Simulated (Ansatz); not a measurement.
C₂H₃NSe, SMILES `C[Se]C#N`, relaxed with RKS PBE-D4/def2-SVP in Ansatz from a rough embedded geometry. The force threshold is 0.03 eV/Å; the program also tests the step.

Charge 0, multiplicity 1.

Start:

```xyz
7

C     0.170    0.811   -0.430
Se   -0.988   -0.639   -0.812
C    -0.341   -1.529    0.723
N    -0.058   -2.119    1.696
H    -0.047    1.318    0.543
H     0.044    1.644   -1.259
H     1.221    0.515   -0.460
```

**Question.** By how much does the energy fall, and how many steps does the optimiser take? (Estimate.)

**Answer.** The calculation gave: 22.74 kJ/mol, in 5 steps.

**Question.** Which bonds change most? (An estimate is asked.)

**Answer.** Computed: C1–Se2 from 1.895 to 1.971 Å; C1–H6 from 1.182 to 1.106 Å; Se2–C3 from 1.889 to 1.841 Å; C1–H5 from 1.118 to 1.104 Å.

**Question.** Give the relaxed structure. (Best estimate.)

**Answer.** Computed: 
```xyz
7

C     0.216    0.910   -0.451
Se   -0.951   -0.654   -0.727
C    -0.410   -1.603    0.755
N    -0.093   -2.245    1.691
H    -0.033    1.402    0.506
H    -0.005    1.589   -1.296
H     1.276    0.600   -0.480
```
